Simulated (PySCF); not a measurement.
**Excitation energy of Ir(2+) by level of theory**

Ir(2+) [Xe] 4f14 5d7 (4F) → Ir(2+) [Xe] 4f14 5d6 6p1 (high-spin determinant), as a difference of total energies. Computed with PySCF 2.14 in def2-TZVPPD with the def2 core potential (60 electrons), with scalar relativity through the core potential. Correlated levels: valence: 5s2 5p6 frozen; valence and next inner shell: nothing frozen outside the core potential. The calculations carry no spin-orbit coupling.

```tsv
method	excitation energy (eV)
UHF	9.580
LDA	10.090
PBE	10.060
PBE0	10.180
r2SCAN	9.992
wB97X	10.802
PW91	10.085
M06-L	10.932
BP86	10.161
MP2 (valence)	10.328
SCS-MP2 (valence)	10.729
MP2 (valence and next inner shell)	10.072
SCS-MP2 (valence and next inner shell)	10.318
```

Task: How much does correlation contribute at MP2 (valence and next inner shell)?

Result: 10.072 − (9.580) = 0.492 eV, measured against UHF.

The determinant of the upper state mixes LS terms, which raises its energy above the lowest term, most at the Hartree-Fock and MP2 levels.
